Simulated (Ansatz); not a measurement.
Energy needed to pull apart CHBClI (SMILES ClB=CI), closed shell, into free ground-state atoms, from the structure below (displaced at random from a GFN2-xTB minimum); no zero-point or spin–orbit terms; open-shell atoms are treated unrestricted, in their ground-state multiplicity.

```tsv
atom	x (Å)	y (Å)	z (Å)
Cl1	-0.9921	-1.3370	1.8877
B2	-0.4609	-0.5330	0.5708
C3	0.0554	0.1636	-0.6392
I4	1.5715	1.7534	-0.2525
H5	-0.1740	-0.0655	-1.6244
```

Computed with Ansatz 0.2.0 (basis: def2-TZVPP); correlated methods freeze the cores. Filled d shells of the heavier atoms are correlated. Core potentials replace the inner electrons of the atoms past krypton. The def2 sets are not built for correlating such inner shells, so the correlated values are less sure here.

| method | atomization energy (kJ/mol) |
| --- | --- |
| PBE-D4 | 1702 |
| r2SCAN-D4 | ? |
| PBE0-D4 | ? |
| CAM-B3LYP-D4 | 1595 |
| wB97X-V | 1599 |
| wB97M-V | 1610 |
| HF | 1110 |
| MP2 | 1632 |
| CCSD | 1504 |
| CCSD(T) | 1555 |

What does r2SCAN-D4 give? (An estimate is asked for; the value comes from the calculation.)

The calculation gives: 1641 kJ/mol, which is about 86 kJ/mol more than CCSD(T)/def2-TZVPP.

What does PBE0-D4 give? (An estimate is asked for; the value comes from the calculation.)

Computed: 1645 kJ/mol, which is about 90 kJ/mol more than CCSD(T)/def2-TZVPP.

In triple zeta the MP2 and coupled-cluster atomization energies are still short of their basis limit by a few kcal/mol a bond, whereas those of the functionals are nearly converged, so these differences are not deviations from converged CCSD(T).

The T1 diagnostic stays at or below 0.013.

For scale, one of the runs: CCSD(T)/def2-TZVPP forces, 168 basis functions (an equivalent command: `ansatz run in.yaml --threads 4`). Hardware: 4 CPU threads, shared host. Wall time 3.9 min; peak host memory 2.9 GiB.
